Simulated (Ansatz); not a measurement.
methylsilane (CH6Si), singlet, at a GFN2-xTB geometry, with bond 6-2 at 2.4 times its length; CASSCF(2,2)/STO-3G (Ansatz, a quantum-chemistry and plane-wave program).

Input for Ansatz:
Ansatz 0.2 input:
```yaml
crystal:
  periodic: [false, false, false]
  atoms:
    - {symbol: C, position_ang: [-0.01298196, 0.00392095, -1.25022897]}
    - {symbol: Si, position_ang: [0.00669850, -0.00202315, 0.64510011]}
    - {symbol: H, position_ang: [-0.01147190, -1.00712268, -1.64830101]}
    - {symbol: H, position_ang: [-0.89650587, 0.50641306, -1.63436438]}
    - {symbol: H, position_ang: [0.85673226, 0.51618733, -1.65253877]}
    - {symbol: H, position_ang: [0.00054900, 3.30719052, 1.83158151]}
    - {symbol: H, position_ang: [-1.17977102, -0.70041180, 1.14524608]}
    - {symbol: H, position_ang: [1.21099302, -0.68708334, 1.12046299]}
basis:
  gaussian:
    orbitals: STO-3G
hamiltonian:
  xc: hf
magnetization: {spin_polarized: false}
correlation: {active_space: {window: {electrons: 2, orbitals: 2}}}
```

The log (banner, timings and long lists left out):

```
Functional definition: HF
239 factors; integrals over basis functions are off by at most 3.7e-5 eV
mean field evaluation 1: about -8869.9589 eV, gradient 1.4e1 eV
mean field evaluation 2: about -8869.9998 eV, gradient 1.4e1 eV
mean field evaluation 4: about -8874.7410 eV, gradient 3.8e0 eV
mean field evaluation 8: about -8874.8720 eV, gradient 1.5e-1 eV
mean field evaluation 16: about -8873.2055 eV, gradient 8.0e-1 eV
mean field -8874.87005829 eV, -326.1454590391 hartree, gradient 1.1e-6 eV, S^2 0.000000; 2 other end points of the search recorded, 0 dependent functions left out
reference -8874.87005829 eV, -326.1454590391 hartree; 13, 13 occupied and 7, 7 virtual orbitals, 239 factors
state -8880.10326603 eV, -326.3377758766 hartree
Total energy: -8880.10326603 eV, -326.3377758766 hartree
```
